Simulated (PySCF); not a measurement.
Geometry:
```csv
atom,x (Å),y (Å),z (Å)
C1,3.586,0.024,0.011
N2,2.721,0.400,-0.803
C3,1.411,0.763,-0.708
O4,1.048,1.882,-0.441
C5,0.492,-0.353,-1.189
C6,-0.968,-0.069,-0.847
C7,-1.261,-0.247,0.642
C8,-2.729,0.010,0.955
H9,3.406,-0.109,1.079
H10,4.582,-0.197,-0.355
H11,0.620,-0.417,-2.272
H12,0.820,-1.301,-0.757
H13,-1.200,0.957,-1.136
H14,-1.608,-0.741,-1.424
H15,-0.641,0.446,1.213
H16,-0.998,-1.265,0.947
H17,-3.365,-0.677,0.398
H18,-2.925,-0.125,2.016
H19,-3.002,1.026,0.681
```

Geometry: GFN2-xTB; GIAO shifts from PySCF 2.14.0 with density-fitted response routines, gas phase, non-relativistic, averaged over equivalent atoms.

At PBE0/pcSseg-1 (191 basis functions, 40 s wall time on 1 thread of an Arm Neoverse V1, shared host):
```json
{"atoms": "C3", "δ (ppm)": "183.0"}
{"atoms": "C1", "δ (ppm)": "146.9"}
{"atoms": "C5", "δ (ppm)": "41.5"}
{"atoms": "C6", "δ (ppm)": "29.0"}
{"atoms": "C7", "δ (ppm)": "27.8"}
{"atoms": "C8", "δ (ppm)": "17.2"}
{"atoms": "N2", "δ (ppm)": "434.8"}
{"atoms": "O4", "δ (ppm)": "483.3"}
{"atoms": "H9", "δ (ppm)": "7.59"}
{"atoms": "H10", "δ (ppm)": "7.25"}
{"atoms": "H11/H12", "δ (ppm)": "2.37"}
{"atoms": "H13/H14", "δ (ppm)": "1.66"}
{"atoms": "H15/H16", "δ (ppm)": "1.21"}
{"atoms": "H17/H18/H19", "δ (ppm)": "1.05"}
```

Referencing at the same level of theory: TMS for 13C (σref 186.93) and 1H (σref 31.72); 15N (σref 267.73) against NH3; H2O for 17O (σref 336.08).

Predict the values at OPBE/6-311G** on the same geometry.

Results:


```json
{"atoms": "C3", "δ at OPBE/6-311G**": "169.8", "change": "-13.2"}
{"atoms": "C1", "δ at OPBE/6-311G**": "136.3", "change": "-10.6"}
{"atoms": "C5", "δ at OPBE/6-311G**": "39.6", "change": "-1.9"}
{"atoms": "C6", "δ at OPBE/6-311G**": "28.8", "change": "-0.2"}
{"atoms": "C7", "δ at OPBE/6-311G**": "27.8", "change": "+0.0"}
{"atoms": "C8", "δ at OPBE/6-311G**": "16.7", "change": "-0.5"}
{"atoms": "N2", "δ at OPBE/6-311G**": "407.5", "change": "-27.3"}
{"atoms": "O4", "δ at OPBE/6-311G**": "455.4", "change": "-27.9"}
{"atoms": "H9", "δ at OPBE/6-311G**": "7.75", "change": "+0.16"}
{"atoms": "H10", "δ at OPBE/6-311G**": "7.19", "change": "-0.06"}
{"atoms": "H11/H12", "δ at OPBE/6-311G**": "2.44", "change": "+0.07"}
{"atoms": "H13/H14", "δ at OPBE/6-311G**": "1.76", "change": "+0.10"}
{"atoms": "H15/H16", "δ at OPBE/6-311G**": "1.36", "change": "+0.15"}
{"atoms": "H17/H18/H19", "δ at OPBE/6-311G**": "0.98", "change": "-0.07"}
```

Scale: TMS for 13C (191.34 ppm), 1H (31.98 ppm); 15N (274.40 ppm) vs NH3; H2O for 17O (342.19 ppm) (reference shieldings calculated alike).

The largest change is at O4 (amide-type carbonyl oxygen). Cost: 210 basis functions, 2.4 min wall time on 1 thread of an Intel Xeon, shared host. The order of the carbon signals is the same at both levels.

Unscaled 17O shifts of doubly bonded oxygen tend to come out too high, by tens of ppm or more. Experimental scales use liquid or dissolved standards, which lie at an offset from isolated NH3 (liquid NH3: subtract about 20 ppm) and H2O (liquid H2O: subtract about 36 ppm). Unscaled 15N shifts of sp2 nitrogen come out 20 to 40 ppm too high even then.
